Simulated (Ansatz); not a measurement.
Born–Oppenheimer molecular dynamics of CH7BFNSi (12 atoms, charge 0, multiplicity 1). It goes on from the last frame of an earlier run, with new velocities.

Computed with RKS B3LYP-D4/STO-3G in Ansatz.

```yaml
ensemble: NVT, Langevin thermostat
time_step: 0.5 fs
steps_asked: 266
set_temperature: 300 K
friction: 0.005 /fs
temperature_schedule: 66 steps to 300 K, then 200 steps to 10 K
seed: 199726
```

First frame:

```xyz
12
Properties=species:S:1:pos:R:3
B -0.334 1.422 0.595
Si -1.243 -0.266 0.909
F -0.980 -1.257 2.211
C -0.013 -0.822 -0.581
N 0.460 0.655 -0.651
H 0.571 1.559 1.451
H -0.911 2.411 0.147
H -2.563 -0.481 0.401
H -0.464 -1.062 -1.570
H 0.872 -1.490 -0.317
H 1.524 0.707 -0.587
H 0.164 0.972 -1.536
```

Problem. How far do the bonds stretch over the last three quarters of this one trajectory? (Pairs bonded in most of those frames.)

Solution. 
```json
{"bond": "B1–Si2", "mean (Å)": "1.982", "spread (Å)": "0.029", "shortest": "1.93", "longest": "2.05"}
{"bond": "B1–N5", "mean (Å)": "1.685", "spread (Å)": "0.031", "shortest": "1.63", "longest": "1.75"}
{"bond": "B1–H6", "mean (Å)": "1.176", "spread (Å)": "0.036", "shortest": "1.12", "longest": "1.24"}
{"bond": "B1–H7", "mean (Å)": "1.173", "spread (Å)": "0.023", "shortest": "1.13", "longest": "1.22"}
{"bond": "Si2–F3", "mean (Å)": "1.658", "spread (Å)": "0.051", "shortest": "1.57", "longest": "1.74"}
{"bond": "Si2–C4", "mean (Å)": "1.945", "spread (Å)": "0.054", "shortest": "1.86", "longest": "2.04"}
{"bond": "Si2–H8", "mean (Å)": "1.464", "spread (Å)": "0.049", "shortest": "1.39", "longest": "1.54"}
{"bond": "C4–N5", "mean (Å)": "1.573", "spread (Å)": "0.045", "shortest": "1.51", "longest": "1.65"}
{"bond": "C4–H9", "mean (Å)": "1.106", "spread (Å)": "0.019", "shortest": "1.07", "longest": "1.15"}
{"bond": "C4–H10", "mean (Å)": "1.106", "spread (Å)": "0.028", "shortest": "1.06", "longest": "1.15"}
{"bond": "N5–H11", "mean (Å)": "1.067", "spread (Å)": "0.061", "shortest": "0.97", "longest": "1.17"}
{"bond": "N5–H12", "mean (Å)": "1.060", "spread (Å)": "0.031", "shortest": "0.99", "longest": "1.13"}
```

Mean temperature of the second half: 371 K. The schedule's set-point averaged 106 K over the second half and the system 371 K, so it lags behind the ramp. A run of 0.13 ps of so small a system gives no equilibrium averages. Limits of this set-up: minimal basis.

Time of the run: 7.9 min on 1 thread of Arm Neoverse V1 (shared host), peak memory 0.087 GiB.
